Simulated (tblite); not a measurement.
Species: C₃H₈O₃Si.
SMILES with atom numbers: `[CH3:1][O:2][SiH2:3][O:4][CH2:5][CH:6]=[O:7]` (hydrogens: H8, H9, H10 on C1; H11, H12 on Si3; H13, H14 on C5; H15 on C6)

A start from a force field or distance geometry was refined with GFN2-xTB geometry optimisation, gas phase (tblite). Values at the start:

```tsv
coordinate	start
C1–O2	1.406 Å
C1–H8	1.104 Å
O2–Si3	1.681 Å
Si3–O4	1.654 Å
Si3–H11	1.475 Å
Si3–H12	1.486 Å
O4–C5	1.409 Å
C5–C6	1.509 Å
C5–H13	1.098 Å
C6=O7	1.235 Å
C6–H15	1.093 Å
C1–O2–Si3	117.8°
O2–Si3–O4	109.1°
Si3–O4–C5	118.1°
O4–C5–C6	107.9°
C5–C6–O7	123.4°
C1–O2–Si3–O4	176°
O2–Si3–O4–C5	56°
Si3–O4–C5–C6	177°
O4–C5–C6–O7	-137°
```

**Question.** How do these coordinates change at the GFN2-xTB level?

**Answer.** 
| coordinate | GFN2-xTB (Å or °) | change |
| --- | --- | --- |
| O2–Si3 | 1.622 | -0.059 |
| C6=O7 | 1.197 | -0.038 |
| Si3–O4 | 1.618 | -0.036 |
| Si3–H12 | 1.453 | -0.033 |
| O4–C5 | 1.392 | -0.017 |
| C6–H15 | 1.106 | +0.013 |
| C1–H8 | 1.092 | -0.012 |
| C1–O2 | 1.396 | -0.010 |
| Si3–H11 | 1.466 | -0.009 |
| C5–C6 | 1.505 | -0.004 |
| C5–H13 | 1.098 | 0.000 |
| C1–O2–Si3 | 129.2 | +11.4 |
| Si3–O4–C5 | 128.8 | +10.7 |
| O2–Si3–O4 | 106.0 | -3.1 |
| O4–C5–C6 | 110.4 | +2.5 |
| C5–C6–O7 | 125.1 | +1.7 |
| O4–C5–C6–O7 | -177 | -40 |
| Si3–O4–C5–C6 | -168 | +15 |
| O2–Si3–O4–C5 | 46 | -10 |
| C1–O2–Si3–O4 | 177 | +1 |

The energy falls by 7.7 kcal/mol over 115 L-BFGS steps, the largest force on an atom goes from 2.87 to 0.010 eV/Å, and the atoms move by 0.372 Å rms after alignment. The bond that changes most is O2–Si3 (silyl ether oxygen to oxygen-bound silicon), which shortens by 0.059 Å. Bonds longer at the end by more than 0.005 Å: 2 of 14; shorter: 9. Among the dihedrals that turn most is H13–C5–C6–H15, from -71° to -119°. Rotational constants go from 7475, 827.0, 779.1 to 6046, 869.6, 787.9 MHz.

The run took 1.8 s of wall time on one thread, Intel Xeon at 2.70 GHz (x86_64), no GPU, shared host with 64 logical CPUs at a one-minute load of 50.

Its GFN2-xTB frequencies are all real (lowest 22 cm⁻¹). One conformer, not necessarily the lowest. 2 starts were optimised and ended at 0.00 and 0.77 kcal/mol (GFN2-xTB); the lowest of these is shown.

The numbers are calculated, not measured.
